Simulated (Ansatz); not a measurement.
# Molecular dynamics of H$_{6}$O$_{2}$Sn

Input file:

```yaml
crystal:
  periodic: [false, false, false]
  atoms:
    - { symbol: Sn, position_ang: [0.071867, 0.175838, -0.116753] }
    - { symbol: H, position_ang: [0.861061, -0.58333, 1.73242] }
    - { symbol: H, position_ang: [1.370252, -0.44685, -0.997374] }
    - { symbol: O, position_ang: [-0.565615, 1.660692, -1.258699] }
    - { symbol: H, position_ang: [-1.481843, 1.886946, -1.23607] }
    - { symbol: H, position_ang: [-1.352639, -0.68837, 0.2234] }
    - { symbol: O, position_ang: [0.74114, 1.504228, 1.388465] }
    - { symbol: H, position_ang: [0.390056, 2.318212, 1.727488] }
    - { symbol: H, position_ang: [0.888622, 0.466935, 1.909922] }
basis:
  gaussian: { orbitals: def2-SVP }
hamiltonian:
  xc: hf
md:
  timestep: 0.5
  n_steps: 200
  ensemble: nve
  temperature: 100.0
  initial_velocities: maxwell_boltzmann
  seed: 11621
```

Run as:

```bash
$ ansatz run input.yaml --threads 2 --pin off --max-ram 3072MiB --backend cpu --events-out ev --progress --plain --runs-dir out
```

It starts at the highest image of a converged band. Of that band: Neighbouring images differ by up to 2.2 eV, so the band resolves the path poorly. A vibrational analysis at the climbing image gives one clearly imaginary mode, 1814i cm⁻¹: a first-order saddle point.

Output, in part (one step line in 3, the closing report, with atoms numbered from 0):

```
md step     0: t =     0.00 fs  T =   100.0 K  F+E_penalty+E_count = -9968.64641046 eV  E_kin = 0.090482 eV  conserved = -9968.55592846 eV  (36 SCF iters)
md step     3: t =     1.50 fs  T =    95.1 K  F+E_penalty+E_count = -9968.64180581 eV  E_kin = 0.086014 eV  conserved = -9968.55579171 eV  (36 SCF iters)
md step     6: t =     3.00 fs  T =    94.6 K  F+E_penalty+E_count = -9968.64129763 eV  E_kin = 0.085586 eV  conserved = -9968.55571175 eV  (37 SCF iters)
md step     9: t =     4.50 fs  T =   114.7 K  F+E_penalty+E_count = -9968.65930666 eV  E_kin = 0.103750 eV  conserved = -9968.55555699 eV  (24 SCF iters)
md step    12: t =     6.00 fs  T =   181.5 K  F+E_penalty+E_count = -9968.71956365 eV  E_kin = 0.164184 eV  conserved = -9968.55537934 eV  (23 SCF iters)
md step    15: t =     7.50 fs  T =   318.6 K  F+E_penalty+E_count = -9968.84413304 eV  E_kin = 0.288245 eV  conserved = -9968.55588775 eV  (23 SCF iters)
md step    18: t =     9.00 fs  T =   476.5 K  F+E_penalty+E_count = -9968.98740942 eV  E_kin = 0.431165 eV  conserved = -9968.55624485 eV  (22 SCF iters)
md step    21: t =    10.50 fs  T =   640.3 K  F+E_penalty+E_count = -9969.13547263 eV  E_kin = 0.579389 eV  conserved = -9968.55608408 eV  (24 SCF iters)
md step    24: t =    12.00 fs  T =   794.8 K  F+E_penalty+E_count = -9969.27673012 eV  E_kin = 0.719127 eV  conserved = -9968.55760310 eV  (23 SCF iters)
md step    27: t =    13.50 fs  T =   801.7 K  F+E_penalty+E_count = -9969.28178958 eV  E_kin = 0.725366 eV  conserved = -9968.55642341 eV  (23 SCF iters)
md step    30: t =    15.00 fs  T =   796.5 K  F+E_penalty+E_count = -9969.27676025 eV  E_kin = 0.720661 eV  conserved = -9968.55609913 eV  (24 SCF iters)
md step    33: t =    16.50 fs  T =   835.6 K  F+E_penalty+E_count = -9969.31303475 eV  E_kin = 0.756088 eV  conserved = -9968.55694676 eV  (23 SCF iters)
md step    36: t =    18.00 fs  T =   852.2 K  F+E_penalty+E_count = -9969.32651064 eV  E_kin = 0.771111 eV  conserved = -9968.55539918 eV  (24 SCF iters)
md step    39: t =    19.50 fs  T =   987.5 K  F+E_penalty+E_count = -9969.45045463 eV  E_kin = 0.893478 eV  conserved = -9968.55697670 eV  (24 SCF iters)
md step    42: t =    21.00 fs  T =  1076.3 K  F+E_penalty+E_count = -9969.53132554 eV  E_kin = 0.973857 eV  conserved = -9968.55746857 eV  (24 SCF iters)
md step    45: t =    22.50 fs  T =  1037.3 K  F+E_penalty+E_count = -9969.49461123 eV  E_kin = 0.938541 eV  conserved = -9968.55607036 eV  (36 SCF iters)
md step    48: t =    24.00 fs  T =  1024.6 K  F+E_penalty+E_count = -9969.48382087 eV  E_kin = 0.927121 eV  conserved = -9968.55669995 eV  (58 SCF iters)
md step    51: t =    25.50 fs  T =   981.6 K  F+E_penalty+E_count = -9969.44421372 eV  E_kin = 0.888186 eV  conserved = -9968.55602772 eV  (34 SCF iters)
md step    54: t =    27.00 fs  T =   999.7 K  F+E_penalty+E_count = -9969.45980452 eV  E_kin = 0.904547 eV  conserved = -9968.55525726 eV  (35 SCF iters)
md step    57: t =    28.50 fs  T =  1138.4 K  F+E_penalty+E_count = -9969.58716974 eV  E_kin = 1.030033 eV  conserved = -9968.55713656 eV  (35 SCF iters)
md step    60: t =    30.00 fs  T =  1218.4 K  F+E_penalty+E_count = -9969.65848785 eV  E_kin = 1.102434 eV  conserved = -9968.55605367 eV  (35 SCF iters)
md step    63: t =    31.50 fs  T =  1344.7 K  F+E_penalty+E_count = -9969.77339394 eV  E_kin = 1.216725 eV  conserved = -9968.55666875 eV  (35 SCF iters)
md step    66: t =    33.00 fs  T =  1438.2 K  F+E_penalty+E_count = -9969.85932278 eV  E_kin = 1.301314 eV  conserved = -9968.55800883 eV  (35 SCF iters)
md step    69: t =    34.50 fs  T =  1376.8 K  F+E_penalty+E_count = -9969.80097277 eV  E_kin = 1.245756 eV  conserved = -9968.55521634 eV  (34 SCF iters)
md step    72: t =    36.00 fs  T =  1447.1 K  F+E_penalty+E_count = -9969.86551022 eV  E_kin = 1.309383 eV  conserved = -9968.55612696 eV  (34 SCF iters)
md step    75: t =    37.50 fs  T =  1592.2 K  F+E_penalty+E_count = -9969.99741750 eV  E_kin = 1.440625 eV  conserved = -9968.55679222 eV  (34 SCF iters)
md step    78: t =    39.00 fs  T =  1703.4 K  F+E_penalty+E_count = -9970.09784038 eV  E_kin = 1.541252 eV  conserved = -9968.55658828 eV  (34 SCF iters)
md step    81: t =    40.50 fs  T =  1781.8 K  F+E_penalty+E_count = -9970.16994325 eV  E_kin = 1.612172 eV  conserved = -9968.55777140 eV  (33 SCF iters)
md step    84: t =    42.00 fs  T =  1706.4 K  F+E_penalty+E_count = -9970.10036401 eV  E_kin = 1.543993 eV  conserved = -9968.55637082 eV  (25 SCF iters)
md step    87: t =    43.50 fs  T =  1644.3 K  F+E_penalty+E_count = -9970.04356474 eV  E_kin = 1.487829 eV  conserved = -9968.55573536 eV  (25 SCF iters)
md step    90: t =    45.00 fs  T =  1684.9 K  F+E_penalty+E_count = -9970.08083370 eV  E_kin = 1.524492 eV  conserved = -9968.55634166 eV  (25 SCF iters)
md step    93: t =    46.50 fs  T =  1760.6 K  F+E_penalty+E_count = -9970.14873286 eV  E_kin = 1.592996 eV  conserved = -9968.55573669 eV  (25 SCF iters)
md step    96: t =    48.00 fs  T =  1915.2 K  F+E_penalty+E_count = -9970.29005348 eV  E_kin = 1.732936 eV  conserved = -9968.55711766 eV  (24 SCF iters)
md step    99: t =    49.50 fs  T =  1978.6 K  F+E_penalty+E_count = -9970.34784767 eV  E_kin = 1.790286 eV  conserved = -9968.55756193 eV  (25 SCF iters)
md step   102: t =    51.00 fs  T =  1910.8 K  F+E_penalty+E_count = -9970.28488236 eV  E_kin = 1.728890 eV  conserved = -9968.55599188 eV  (25 SCF iters)
md step   105: t =    52.50 fs  T =  1892.7 K  F+E_penalty+E_count = -9970.26887049 eV  E_kin = 1.712574 eV  conserved = -9968.55629650 eV  (38 SCF iters)
md step   108: t =    54.00 fs  T =  1924.2 K  F+E_penalty+E_count = -9970.29737473 eV  E_kin = 1.741066 eV  conserved = -9968.55630877 eV  (38 SCF iters)
md step   111: t =    55.50 fs  T =  1997.6 K  F+E_penalty+E_count = -9970.36393625 eV  E_kin = 1.807461 eV  conserved = -9968.55647547 eV  (39 SCF iters)
md step   114: t =    57.00 fs  T =  2070.0 K  F+E_penalty+E_count = -9970.43003456 eV  E_kin = 1.873021 eV  conserved = -9968.55701403 eV  (39 SCF iters)
md step   117: t =    58.50 fs  T =  2095.7 K  F+E_penalty+E_count = -9970.45202943 eV  E_kin = 1.896187 eV  conserved = -9968.55584210 eV  (38 SCF iters)
md step   120: t =    60.00 fs  T =  2171.6 K  F+E_penalty+E_count = -9970.52188736 eV  E_kin = 1.964944 eV  conserved = -9968.55694363 eV  (38 SCF iters)
md step   123: t =    61.50 fs  T =  2197.5 K  F+E_penalty+E_count = -9970.54481898 eV  E_kin = 1.988382 eV  conserved = -9968.55643693 eV  (37 SCF iters)
md step   126: t =    63.00 fs  T =  2210.5 K  F+E_penalty+E_count = -9970.55627697 eV  E_kin = 2.000128 eV  conserved = -9968.55614880 eV  (38 SCF iters)
md step   129: t =    64.50 fs  T =  2245.1 K  F+E_penalty+E_count = -9970.58855041 eV  E_kin = 2.031415 eV  conserved = -9968.55713537 eV  (37 SCF iters)
md step   132: t =    66.00 fs  T =  2211.6 K  F+E_penalty+E_count = -9970.55713438 eV  E_kin = 2.001135 eV  conserved = -9968.55599911 eV  (37 SCF iters)
md step   135: t =    67.50 fs  T =  2220.6 K  F+E_penalty+E_count = -9970.56552478 eV  E_kin = 2.009278 eV  conserved = -9968.55624668 eV  (37 SCF iters)
md step   138: t =    69.00 fs  T =  2282.2 K  F+E_penalty+E_count = -9970.62155797 eV  E_kin = 2.064944 eV  conserved = -9968.55661386 eV  (37 SCF iters)
md step   141: t =    70.50 fs  T =  2338.2 K  F+E_penalty+E_count = -9970.67281440 eV  E_kin = 2.115638 eV  conserved = -9968.55717686 eV  (23 SCF iters)
md step   144: t =    72.00 fs  T =  2321.7 K  F+E_penalty+E_count = -9970.65789509 eV  E_kin = 2.100690 eV  conserved = -9968.55720494 eV  (22 SCF iters)
md step   147: t =    73.50 fs  T =  2212.0 K  F+E_penalty+E_count = -9970.55794526 eV  E_kin = 2.001448 eV  conserved = -9968.55649766 eV  (23 SCF iters)
md step   150: t =    75.00 fs  T =  2106.6 K  F+E_penalty+E_count = -9970.46136290 eV  E_kin = 1.906079 eV  conserved = -9968.55528439 eV  (34 SCF iters)
md step   153: t =    76.50 fs  T =  2146.4 K  F+E_penalty+E_count = -9970.49801306 eV  E_kin = 1.942073 eV  conserved = -9968.55594047 eV  (33 SCF iters)
md step   156: t =    78.00 fs  T =  2258.3 K  F+E_penalty+E_count = -9970.60011752 eV  E_kin = 2.043316 eV  conserved = -9968.55680193 eV  (23 SCF iters)
md step   159: t =    79.50 fs  T =  2335.2 K  F+E_penalty+E_count = -9970.67000737 eV  E_kin = 2.112944 eV  conserved = -9968.55706339 eV  (23 SCF iters)
md step   162: t =    81.00 fs  T =  2339.0 K  F+E_penalty+E_count = -9970.67356118 eV  E_kin = 2.116335 eV  conserved = -9968.55722613 eV  (24 SCF iters)
md step   165: t =    82.50 fs  T =  2274.3 K  F+E_penalty+E_count = -9970.61434991 eV  E_kin = 2.057876 eV  conserved = -9968.55647413 eV  (24 SCF iters)
md step   168: t =    84.00 fs  T =  2210.3 K  F+E_penalty+E_count = -9970.55617484 eV  E_kin = 1.999955 eV  conserved = -9968.55621959 eV  (24 SCF iters)
md step   171: t =    85.50 fs  T =  2207.2 K  F+E_penalty+E_count = -9970.55287885 eV  E_kin = 1.997096 eV  conserved = -9968.55578263 eV  (24 SCF iters)
md step   174: t =    87.00 fs  T =  2288.8 K  F+E_penalty+E_count = -9970.62818544 eV  E_kin = 2.070912 eV  conserved = -9968.55727368 eV  (25 SCF iters)
md step   177: t =    88.50 fs  T =  2289.1 K  F+E_penalty+E_count = -9970.62812568 eV  E_kin = 2.071225 eV  conserved = -9968.55690098 eV  (24 SCF iters)
md step   180: t =    90.00 fs  T =  2220.2 K  F+E_penalty+E_count = -9970.56545013 eV  E_kin = 2.008840 eV  conserved = -9968.55661040 eV  (34 SCF iters)
md step   183: t =    91.50 fs  T =  2110.5 K  F+E_penalty+E_count = -9970.46604191 eV  E_kin = 1.909586 eV  conserved = -9968.55645564 eV  (34 SCF iters)
md step   186: t =    93.00 fs  T =  2022.3 K  F+E_penalty+E_count = -9970.38487020 eV  E_kin = 1.829783 eV  conserved = -9968.55508701 eV  (34 SCF iters)
md step   189: t =    94.50 fs  T =  2094.2 K  F+E_penalty+E_count = -9970.45139845 eV  E_kin = 1.894914 eV  conserved = -9968.55648428 eV  (56 SCF iters)
md step   192: t =    96.00 fs  T =  2183.5 K  F+E_penalty+E_count = -9970.53266264 eV  E_kin = 1.975661 eV  conserved = -9968.55700170 eV  (24 SCF iters)
md step   195: t =    97.50 fs  T =  2210.4 K  F+E_penalty+E_count = -9970.55663560 eV  E_kin = 2.000030 eV  conserved = -9968.55660603 eV  (25 SCF iters)
md step   198: t =    99.00 fs  T =  2219.1 K  F+E_penalty+E_count = -9970.56507542 eV  E_kin = 2.007927 eV  conserved = -9968.55714890 eV  (25 SCF iters)
md step   200: t =   100.00 fs  T =  2188.7 K  F+E_penalty+E_count = -9970.53725263 eV  E_kin = 1.980405 eV  conserved = -9968.55684724 eV  (30 SCF iters)
Total energy: -9970.53725263 eV, -366.4104857613 hartree
Atom 0 at    -0.032167    -0.175499    -0.386014 Å, force     0.406965     1.795871    -1.026451 eV/Å
Atom 1 at    -0.676289    -1.113429     0.739717 Å, force    -0.835917    -0.801784     1.694663 eV/Å
Atom 2 at     1.557622    -0.742249    -0.599356 Å, force     0.128926     0.318931    -0.206734 eV/Å
Atom 3 at    -0.116859     1.809535     0.082690 Å, force     0.241228    -1.031859    -0.185538 eV/Å
Atom 4 at    -0.303007     2.386520    -0.649947 Å, force     0.027067    -0.275081     0.245297 eV/Å
Atom 5 at    -1.072096    -0.246116    -1.714516 Å, force     0.046547    -0.051443    -0.482160 eV/Å
Atom 6 at     1.025437     3.694232     2.181191 Å, force     0.576527     1.053588     1.051287 eV/Å
Atom 7 at     0.663407     2.841742     2.089973 Å, force    -0.427095    -0.675638    -0.724987 eV/Å
Atom 8 at     1.122721     4.081091     1.331450 Å, force    -0.164247    -0.332585    -0.365377 eV/Å
Dipole moment:    -0.127298    -0.536574    -0.733709 e Å
```

The run went to its last step. The conserved energy stayed within 0.24 meV per atom of its start (net change -0.1 meV per atom), so the integration is sound. The kinetic energy rose, since the run started high on the potential surface and went downhill. It ends in pieces (H2O + H4OSn), so much of that is their flight and rotation, not heat. A run of 0.1 ps of so small a system gives no equilibrium averages. The orbitals stay closed-shell, which can raise the energy where a bond breaks towards radicals; this wasn't checked here.

Between its relaxed ends the band would form Sn1–O7, H2–H9 and break Sn1–H2, O7–H9. These pairs go: Sn1–O7 2.12 → 4.76 Å, H2–H9 1.07 → 5.53 Å, Sn1–H2 2.15 → 1.60 Å, O7–H9 1.17 → 0.94 Å. In the last frame they stand as before the step (other bonds may differ from the relaxed reactants and products). It ends as H2O + H4OSn. Pairs count as bonded within 1.25 times the sum of covalent radii (0.12 Å more for H–H).

Last frame:

```xyz
9
Properties=species:S:1:pos:R:3
Sn -0.032 -0.175 -0.386
H -0.676 -1.113 0.740
H 1.558 -0.742 -0.599
O -0.117 1.810 0.083
H -0.303 2.386 -0.650
H -1.072 -0.246 -1.714
O 1.025 3.694 2.181
H 0.663 2.842 2.090
H 1.123 4.081 1.331
```

The run took 8.6 min on 2 threads of Intel(R) Xeon(R) Platinum 8259CL CPU @ 2.50GHz (Skylake/Cascade Lake), with other jobs on the host, peak memory 0.17 GiB.
